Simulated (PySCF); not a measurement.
Identify the unknown among the candidates.

All candidates are C7H13NSi.

| technique | computed result |
| --- | --- |
| Dipole | 1.62 D [PBE0/def2-SVPD] |
| 1H NMR | chemical shifts (computed TMS as zero) by class: 2.58 (6 H), 1.93 (3 H), 0.71 (2 H), 0.50 (2 H) ppm [GIAO PBE0/pcSseg-1] |
| 13C NMR | chemical shifts (computed TMS as zero) by class: 112.8 (1 C), 82.2 (1 C), 41.9 (2 C), 6.0 (1 C), 2.8 (2 C) ppm [GIAO PBE0/pcSseg-1] |
| UV, first state | lowest singlet excitation: 5.25 eV (236 nm, f = 0.001) [TDDFT PBE0/def2-SVPD] |
| Valence photoelectron | vertical ionisation energy: 7.92 eV [ΔSCF PBE0/def2-SVPD] |
| Rotational structure | rotational constants A, B, C: 1.659, 0.864, 0.680 GHz [PBE0-D3(BJ)/def2-SVP] |
| Polarisability | 122.1 au [PBE0/def2-SVPD] |
| NMR, other nuclei | isotropic shieldings of nuclei other than C and H, by class: 244 (1 N), 442 (1 Si) ppm [GIAO PBE0/pcSseg-1] |

The electronic properties come from PySCF, for the isolated species, density fitting. Levels stand in brackets. The structure is a single PBE0-D3(BJ)/def2-SVP conformer in the gas phase; no vibrational or solvent corrections. Each NMR value is the plain mean over a class of atoms that symmetry, rotation or inversion makes alike.

Task: Which candidate is it?
A. `C#C[C@@H]1C[Si@@H](N)C[C@@H]1C`
B. `C=C(C)/C=N\[SiH2]C(=C)C`
C. `C=C1CC/C1=C\C[SiH2]N`
D. `CC#C[Si]1(N(C)C)CC1`
E. `C=C(C)/C=N/[SiH2]C(=C)C`

Result: D. It is `CC#C[Si]1(N(C)C)CC1`. Numbering: `[CH3:1][C:2]#[C:3][Si:4]1([N:5]([CH3:6])[CH3:7])[CH2:8][CH2:9]1`. Its formula, C7H13NSi, gives 3 degrees of unsaturation: 1 ring and 2 π bonds in the structure found. 7 carbons fall into 5 classes; from least to most shielded: alkyne carbon [C2] (112.8 ppm), alkyne carbon [C3] (82.2 ppm), N-methyl carbon [C6/C7] (41.9 ppm, 2 C), propargylic carbon [C1] (6.0 ppm), ring sp3 carbon bound to silicon [C8/C9] (2.8 ppm, 2 C). Hydrogen classes from least to most shielded: 6 H on 2 N-methyl carbons, C6/C7 (2.58 ppm), 3 H on a propargylic carbon, C1 (1.93 ppm), 2 H on 2 like atoms (sp3 carbon bound to silicon), C8/C9 (0.71 ppm), 2 H on 2 like atoms (sp3 carbon bound to silicon), C8/C9 (0.50 ppm). The other shieldings belong to: 244 ppm, silicon-bound nitrogen [N5]; 442 ppm, four-coordinate silicon [Si4]. The first electron is taken from the HOMO, whose largest Löwdin shares are 0.29 on the silicon-bound nitrogen, 0.15 on an sp3 carbon bound to silicon, 0.12 on the four-coordinate silicon and 0.08 on an sp3 carbon bound to silicon. By its constants the optimised geometry is an asymmetric top.

The others, at the same levels:
- `C#C[C@@H]1C[Si@@H](N)C[C@@H]1C` fails: it has 7 carbon classes against 5; its computed 13C shifts are 91.4 (1 C), 76.0 (1 C), 41.3 (1 C), 36.0 (1 C), 22.6 (1 C), 18.5 (1 C), 18.4 (1 C) ppm, 1H shifts are 5.29 (1 H), 2.61 (1 H), 2.21 (1 H), 2.02 (1 H), 0.97 (1 H), 0.87 (3 H), 0.84 (1 H), 0.83 (1 H), 0.68 (1 H), 0.01 (2 H) ppm and lowest singlet excitation is 6.33 eV (196 nm, f = 0.019) (against 5.25 eV).
- `C=C(C)/C=N\[SiH2]C(=C)C` fails: it has 7 carbon classes against 5; its computed 13C shifts are 184.3 (1 C), 149.6 (1 C), 148.4 (1 C), 137.5 (1 C), 127.2 (1 C), 24.4 (1 C), 21.8 (1 C) ppm, 1H shifts are 9.04 (1 H), 6.03 (1 H), 5.49 (1 H), 5.32 (1 H), 5.26 (1 H), 5.18 (2 H), 1.98 (3 H), 1.97 (3 H) ppm and lowest singlet excitation is 3.53 eV (352 nm, f = 0.000) (against 5.25 eV).
- `C=C1CC/C1=C\C[SiH2]N` fails: it has 7 carbon classes against 5; its computed 13C shifts are 155.9 (1 C), 147.6 (1 C), 123.2 (1 C), 107.8 (1 C), 28.7 (1 C), 27.6 (1 C), 18.6 (1 C) ppm, 1H shifts are 6.02 (1 H), 5.45 (1 H), 4.94 (1 H), 4.70 (2 H), 2.78 (2 H), 2.55 (2 H), 1.71 (2 H), 0.09 (2 H) ppm and lowest singlet excitation is 4.66 eV (266 nm, f = 0.422) (against 5.25 eV).
- `C=C(C)/C=N/[SiH2]C(=C)C` fails: it has 7 carbon classes against 5; its computed 13C shifts are 183.2 (1 C), 156.1 (1 C), 148.6 (1 C), 138.6 (1 C), 137.4 (1 C), 24.2 (1 C), 19.2 (1 C) ppm, 1H shifts are 8.60 (1 H), 6.26 (1 H), 6.10 (1 H), 6.00 (1 H), 5.78 (1 H), 5.01 (2 H), 1.99 (3 H), 1.99 (3 H) ppm and lowest singlet excitation is 3.79 eV (327 nm, f = 0.000) (against 5.25 eV).

Each candidate is one conformer, not necessarily the lowest. The conformers computed, where there is a choice (atom-mapped SMILES and torsion angles):
- `[CH3:1][C:2]#[C:3][Si:4]1([N:5]([CH3:6])[CH3:7])[CH2:8][CH2:9]1`: C3–Si4–N5–C6 -81°
- `[CH2:1]=[C:2]([CH3:3])/[CH:4]=[N:5]\[SiH2:6][C:7](=[CH2:8])[CH3:9]`: C1–C2–C4–N5 -38°, C4–N5–Si6–C7 98°, N5–Si6–C7–C8 -1°
- `[CH2:1]=[C:2]1[CH2:3][CH2:4]/[C:5]1=[CH:6]\[CH2:7][SiH2:8][NH2:9]`: C5–C6–C7–Si8 94°, C6–C7–Si8–N9 -53°, H–N9–Si8–C7 -167°, H–N9–Si8–C7 57°
- `[CH2:1]=[C:2]([CH3:3])/[CH:4]=[N:5]/[SiH2:6][C:7](=[CH2:8])[CH3:9]`: C1–C2–C4–N5 180°, C4–N5–Si6–C7 -126°, N5–Si6–C7–C8 -2°

The conformers of `C#C[C@@H]1C[Si@@H](N)C[C@@H]1C` aren't listed.
